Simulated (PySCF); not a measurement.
C3H5BrS.
InChI=1S/C3H5BrS/c1-3(4)5-2/h1H2,2H3

A linear-response calculation (PySCF, def2-SVPD basis, gas phase, vertical, core orbitals frozen in the response) gave these numbers; the functional is withheld.

Orbital energies (eV): HOMO-3 -11.07, HOMO-2 -9.75, HOMO-1 -9.22, HOMO -7.88, LUMO 0.69, LUMO+1 0.71, LUMO+2 0.96.

```json
{"state": "S1", "E (eV)": "5.25", "f": "0.0002", "main configurations (H = HOMO, L = LUMO)": "H→L (80%)"}
{"state": "S2", "E (eV)": "5.60", "f": "0.0002", "main configurations (H = HOMO, L = LUMO)": "H→L+2 (69%), H→L+5 (9%), H→L+10 (9%)"}
{"state": "S3", "E (eV)": "5.77", "f": "0.234", "main configurations (H = HOMO, L = LUMO)": "H→L+1 (95%)"}
{"state": "S4", "E (eV)": "6.21", "f": "0.0019", "main configurations (H = HOMO, L = LUMO)": "H-1→L (78%)"}
{"state": "S5", "E (eV)": "6.35", "f": "0.0024", "main configurations (H = HOMO, L = LUMO)": "H→L+3 (54%), H→L+5 (17%), H→L+2 (16%)"}
{"state": "S6", "E (eV)": "6.52", "f": "0.0036", "main configurations (H = HOMO, L = LUMO)": "H-2→L (88%)"}
```

Triplets (Tamm–Dancoff): T1 3.77 eV, H→L+1 (83%); T2 4.96 eV, H→L (64%), H-1→L (18%); T3 5.22 eV, H→L+2 (53%), H→L+5 (14%), H→L+10 (14%); T4 5.73 eV, H-1→L (57%), H→L (18%).

Vertical ionisation energy by ΔSCF with the same functional: 8.63 eV. Mean static polarisability: 80.8 au.

**Question.** Name the functional.
A. CAM-B3LYP
B. PBE
C. HF
D. B3LYP

**Answer.** A. CAM-B3LYP is range-separated, 19% exact exchange at short range and 65% at long range (ω = 0.33 bohr⁻¹). In this run −ε(HOMO) = 7.88 eV differs from the ΔSCF value by -0.76 eV, and S1 differs from the orbital gap of 8.56 eV by -3.31 eV. The ratio −ε(HOMO)/IP is 0.91. Small neutral molecules mostly give 0.85 to 0.93 with CAM-B3LYP, 0.5 to 0.7 with PBE, 0.67 to 0.83 with B3LYP; Hartree–Fock can't fall below 1, since the ion's relaxation only lowers the ΔSCF value.

Computed with TDDFT CAM-B3LYP/def2-SVPD, vertical, gas phase, core orbitals frozen in the response (PySCF). The structure is a single PBE0-D3(BJ)/def2-SVP conformer in the gas phase; no vibrational or solvent corrections. The CAM-B3LYP/def2-SVPD calculation is non-relativistic and has no spin–orbit coupling, an omission that weighs most on bromine.

The values belong to the conformer `[CH2:1]=[C:2]([Br:3])[S:4][CH3:5]`: C1–C2–S4–C5 0°.
